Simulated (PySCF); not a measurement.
C2H6GeO3, SMILES C[C](=O)[GeH]([OH])[OH].

Coordinates come from a PBE0-D3(BJ)/def2-SVP optimisation. This is a generated structure with no PubChem entry under its InChIKey; it may be hypothetical. The values are those of a single conformer.

These are PySCF with TDDFT-PBE/def2-SVPD values and carry that method's errors.

Vertical excitations. Isolated molecule, no solvent.

Computed lowest excited states:
```json
[
 {"state": "S1", "energy (eV)": "3.36", "λ (nm)": "369", "f": "0.001", "main pairs": "HOMO→LUMO 100 %"},
 {"state": "S2", "energy (eV)": "4.93", "λ (nm)": "251", "f": "0.002", "main pairs": "HOMO−1→LUMO 86 %, HOMO→LUMO+1 13 %"},
 {"state": "S3", "energy (eV)": "4.99", "λ (nm)": "249", "f": "0.018", "main pairs": "HOMO→LUMO+1 84 %, HOMO−1→LUMO 13 %"},
 {"state": "S4", "energy (eV)": "5.20", "λ (nm)": "238", "f": "0.005", "main pairs": "HOMO−2→LUMO 94 %"},
 {"state": "S5", "energy (eV)": "5.31", "λ (nm)": "233", "f": "0.002", "main pairs": "HOMO→LUMO+2 95 %"},
 {"state": "S6", "energy (eV)": "5.88", "λ (nm)": "211", "f": "0.031", "main pairs": "HOMO−3→LUMO 58 %, HOMO→LUMO+3 37 %"},
 {"state": "S7", "energy (eV)": "5.91", "λ (nm)": "210", "f": "0.069", "main pairs": "HOMO−3→LUMO 37 %, HOMO→LUMO+3 36 %, HOMO→LUMO+4 24 %"},
 {"state": "S8", "energy (eV)": "6.18", "λ (nm)": "201", "f": "0.040", "main pairs": "HOMO→LUMO+4 52 %, HOMO−4→LUMO 29 %, HOMO→LUMO+3 15 %"},
 {"state": "S9", "energy (eV)": "6.32", "λ (nm)": "196", "f": "0.076", "main pairs": "HOMO−4→LUMO 63 %, HOMO→LUMO+4 17 %"},
 {"state": "S10", "energy (eV)": "6.49", "λ (nm)": "191", "f": "0.030", "main pairs": "HOMO→LUMO+5 98 %"},
 {"state": "T1", "energy (eV)": "2.75", "λ (nm)": "451", "f": "0", "main pairs": "HOMO→LUMO 100 %"},
 {"state": "T2", "energy (eV)": "4.81", "λ (nm)": "258", "f": "0", "main pairs": "HOMO−1→LUMO 98 %"},
 {"state": "T3", "energy (eV)": "4.83", "λ (nm)": "257", "f": "0", "main pairs": "HOMO→LUMO+1 99 %"},
 {"state": "T4", "energy (eV)": "5.05", "λ (nm)": "245", "f": "0", "main pairs": "HOMO−2→LUMO 96 %"}
]
```
Triplets are in the Tamm–Dancoff approximation, which puts them higher than full response would, so one can lie above its singlet here.
